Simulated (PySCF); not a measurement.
Basis-set dependence of excited states

Compound: C₃H₄BCl₂N.
Z-matrix (Å and degrees, PBE0-D3(BJ)/def2-SVP geometry), rows numbered from 1:
```
C 
C   1  1.3379
C   2  1.4700  1  125.01
N   3  1.2815  2  124.33  1   179.11
B   3  1.5806  2  123.18  1     1.45
Cl  5  1.7490  3  120.18  2    63.12
Cl  5  1.7400  3  120.40  2  -118.70
H   1  1.0924  2  121.23  3   179.29
H   1  1.0940  2  121.84  3    -1.47
H   2  1.0984  1  119.77  3  -179.16
H   4  1.0290  3  110.84  2    -1.49
```

TDDFT with PBE0 (PySCF), vertical singlets, core orbitals frozen in the response, spherical d and f functions. Geometry: PBE0-D3(BJ)/def2-SVP, one conformer, isolated molecule.

**Question.** Compare 6-31G*, def2-SVP, 6-31+G*, def2-SVPD, aug-cc-pVDZ and def2-TZVP for this molecule.

**Answer.** 

```csv
basis,functions,diffuse,S1 (eV),S2 (eV),S3 (eV),S4 (eV),S5 (eV),LUMO (eV),α (au)
6-31G*,114,no,4.25,5.01,5.10,5.77,6.06,-1.76,67.6
def2-SVP,126,no,4.20,5.06,5.35,5.82,6.08,-1.76,67.0
6-31+G*,142,yes,4.26,5.04,5.13,5.70,5.99,-2.01,79.2
def2-SVPD,186,yes,4.17,4.98,5.14,5.67,5.97,-2.07,85.3
aug-cc-pVDZ,205,yes,4.22,5.01,5.13,5.68,5.95,-2.02,86.4
def2-TZVP,253,no,4.22,5.01,5.17,5.68,5.97,-1.96,80.4
```

States are compared by their number. Against the largest diffuse basis here (aug-cc-pVDZ, itself not a converged limit), sets without diffuse functions differ by up to 0.03 eV in S1 and 0.13 eV in S5; the smaller diffuse sets differ by up to 0.05 and 0.04 eV. State by state, the largest deviation of a set without diffuse functions is S1 0.03, S2 0.05, S3 0.22, S4 0.14, S5 0.13 eV. The same number needn't mean the same state in each row. Against aug-cc-pVDZ the polarisability deviates by -22% in 6-31G*, -22% in def2-SVP, -8% in 6-31+G*, -1% in def2-SVPD, -7% in def2-TZVP. A single + in a Pople set puts diffuse functions on heavy atoms only.
